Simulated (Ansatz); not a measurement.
```yaml
crystal:
  periodic: [false, false, false]
  atoms:
    - {symbol: C, position_ang: [3.254271, -0.178464, -1.929754]}
    - {symbol: C, position_ang: [3.030236, 1.117298, -1.495446]}
    - {symbol: C, position_ang: [1.772215, 0.718895, -0.855703]}
    - {symbol: C, position_ang: [1.996028, -0.669922, -1.314381]}
    - {symbol: C, position_ang: [1.188683, -1.750991, -1.101383]}
    - {symbol: C, position_ang: [-0.012476, -1.472239, -0.336426]}
    - {symbol: C, position_ang: [-1.044336, -2.380254, 0.045216]}
    - {symbol: C, position_ang: [-2.220485, -2.051656, 0.802612]}
    - {symbol: C, position_ang: [-2.350508, -0.719657, 1.195895]}
    - {symbol: C, position_ang: [-2.949021, 0.504228, 1.827211]}
    - {symbol: C, position_ang: [-1.810692, 1.303756, 1.359899]}
    - {symbol: C, position_ang: [-1.022343, 2.467099, 1.174292]}
    - {symbol: C, position_ang: [0.172948, 2.304767, 0.444620]}
    - {symbol: C, position_ang: [0.642896, 1.055258, -0.119523]}
    - {symbol: C, position_ang: [-0.177671, -0.116869, 0.082006]}
    - {symbol: C, position_ang: [-1.296309, 0.119407, 0.787577]}
    - {symbol: H, position_ang: [4.054160, -0.650214, -2.506568]}
    - {symbol: H, position_ang: [3.577325, 2.056018, -1.593715]}
    - {symbol: H, position_ang: [1.420021, -2.752756, -1.472911]}
    - {symbol: H, position_ang: [-0.934969, -3.423951, -0.267155]}
    - {symbol: H, position_ang: [-2.940071, -2.842667, 1.028432]}
    - {symbol: H, position_ang: [-3.857406, 0.715461, 2.397332]}
    - {symbol: H, position_ang: [-1.287757, 3.455552, 1.557516]}
    - {symbol: H, position_ang: [0.795251, 3.191911, 0.290354]}
basis:
  gaussian: {orbitals: def2-TZVP, initial_orbitals: start.molden}
total_charge: 1
magnetization: {spin_polarized: true, initial_magnetization: 1}
hamiltonian: {xc: pbe0, dispersion: d4}
scf: {omitted_lower_state_checks: [starts]}
output: {orbitals: {seedname: orbitals}}
```

The file start.molden holds the orbitals of an earlier run on this structure, at another level or in another basis.

```sh
$ ansatz run in.yaml --threads 6 --pin off --events-out ev --progress --plain --max-ram 7833MiB
```

(1) Does this run fit into the memory that it is given?

## Answers

(1) No. It has 544 basis functions, and Ansatz plans for 9 GiB where 8 GiB are given.
